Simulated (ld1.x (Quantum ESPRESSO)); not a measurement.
## europium (Eu), TM: configuration errors across variants

Eu, norm-conserving Troullier–Martins (Kleinman–Bylander form), made with ld1.x (Quantum ESPRESSO) 7.5 (PBEsol, scalar-relativistic). Core [Xe], reference 4f7 5d0 6s2 6p0. Waves: 6s (bound): rc 3.50 bohr; 6p (bound, empty): rc 4.20 bohr; 5d (bound, empty): rc 3.15 bohr; 4f (bound): rc 1.00 bohr. Local part: all-electron potential smoothed inside 3.00 bohr (lloc = -1). Core correction: none.

All-electron excitation energies from the reference (eV): (1) 4f7 5d0 6s0 6p0 17.166; (2) 4f6 5d0 6s0 6p0 41.608; (3) 4f5 5d0 6s0 6p0 84.437; (4) 4f7 5d0 6s0 6p1 9.240; (5) 4f7 5d1 6s1 6p0 2.165.

Tests that are not counted but printed errors over 1 eV. “base”: 4f7 5d0 6s1 6p0 (solver errors, printed error -720 eV); 4f8 5d0 6s0 6p0 (solver errors, printed error -728 eV). “all radii scaled by about 0.76 (s 2.68, p 3.22, d 2.40, f 0.76 bohr); local potential all-electron potential smoothed inside 2.30 bohr (lloc = -1)”: 4f8 5d0 6s0 6p0 (solver errors, printed error -739 eV). “all radii scaled by about 0.91 (s 3.20, p 3.82, d 2.88, f 0.92 bohr); local potential all-electron potential smoothed inside 2.74 bohr (lloc = -1)”: 4f8 5d0 6s0 6p0 (solver errors, printed error -732 eV). “all radii scaled by about 1.11 (s 3.90, p 4.66, d 3.50, f 1.12 bohr); local potential all-electron potential smoothed inside 3.34 bohr (lloc = -1)”: 4f8 5d0 6s0 6p0 (solver errors, printed error -723 eV).

1 further variants failed, have other tests or too few solved ones, and are left out.

A true bound ghost makes a file unfit for plane-wave use even where its test errors are small: the radial tests pick states by their node count and pass the ghost by. Where a test does run into it, the solver fails or the error is huge.

Errors AE − PS in meV (a dash: test not solved or not reliable):

```tsv
change	(1)	(2)	(3)	(4)	(5)	bound ghosts
base	+190	-1124	-6511	+84	+17	s
all radii scaled by about 0.76 (s 2.68, p 3.22, d 2.40, f 0.76 bohr); local potential all-electron potential smoothed inside 2.30 bohr (lloc = -1)	+187	-1115	-6328	+44	+27	s, p
all radii scaled by about 0.91 (s 3.20, p 3.82, d 2.88, f 0.92 bohr); local potential all-electron potential smoothed inside 2.74 bohr (lloc = -1)	+189	-1047	-6291	+177	+17	s
all radii scaled by about 1.11 (s 3.90, p 4.66, d 3.50, f 1.12 bohr); local potential all-electron potential smoothed inside 3.34 bohr (lloc = -1)	+178	-1363	-7100	+59	+26	none
```

(1) Give the same row for: all radii scaled by about 1.38 (s 4.82, p 5.78, d 4.34, f 1.38 bohr); local potential all-electron potential smoothed inside 4.14 bohr (lloc = -1).

Results:

(1) +76, -2356, -9111, -23, +50; bound ghosts: p.
